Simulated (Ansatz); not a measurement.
Relaxation of BCl2H5OSi (10 atoms, charge 0, multiplicity 1), to a largest force component of 0.03 eV/Å in at most 50 steps.

Theory: Ansatz, RKS B3LYP/6-31G*.

```xyz
10
Properties=species:S:1:pos:R:3
B 0.392 -1.160 0.174
Si 1.145 0.638 -0.140
Cl -0.272 -2.098 -1.189
Cl 0.550 -1.973 1.729
H -1.554 1.008 -0.262
O -1.886 0.438 0.452
H 0.314 1.395 -1.125
H 1.248 1.436 1.110
H 2.508 0.525 -0.742
H -2.446 -0.209 -0.008
```

Question: Where does it end, and by what steps?

Answer: The run converged. The force dipped under the threshold on the way, but the program's further checks kept it going. After 19 steps the energy has fallen by 0.302 eV; H5 moved furthest, 1.11 Å. Joined: B1–O6.

```
step  energy less start (eV)  largest force component (eV/Å)  accepted
   0                  0.0000                           0.681       yes
   1                  0.0137                           1.658        no
   2                 -0.0288                           0.620       yes
   3                 -0.0497                           0.448       yes
   4                 -0.0600                           0.558       yes
   5                 -0.0611                           0.712       yes
   6                 -0.0898                           0.612       yes
   7                 -0.1168                           0.272       yes
   8                 -0.1254                           0.369       yes
   9                 -0.1447                           0.943       yes
  10                 -0.2068                           0.505       yes
  11                 -0.2543                           0.755       yes
  12                 -0.2903                           0.146       yes
  13                 -0.2949                           0.155       yes
  14                 -0.2967                           0.227       yes
  15                 -0.3004                           0.054       yes
  16                 -0.3017                           0.009       yes
  17                 -0.3021                           0.060       yes
  18                 -0.3013                           0.222        no
  19                 -0.3023                           0.015       yes
```

```xyz
10
Properties=species:S:1:pos:R:3
B -0.093 -0.686 0.038
Si 1.299 0.784 -0.160
Cl -0.440 -1.652 -1.502
Cl 0.020 -1.716 1.560
H -2.093 0.078 -0.538
O -1.592 0.106 0.302
H 0.932 1.717 -1.267
H 1.424 1.594 1.086
H 2.633 0.203 -0.475
H -2.089 -0.428 0.956
```

Whether the end is a true minimum wasn't checked by a vibrational analysis.

Run time: 24 s on 2 threads of AMD EPYC 9R45 96-Core Processor (Zen 5), on a shared host, peak memory 0.25 GiB.
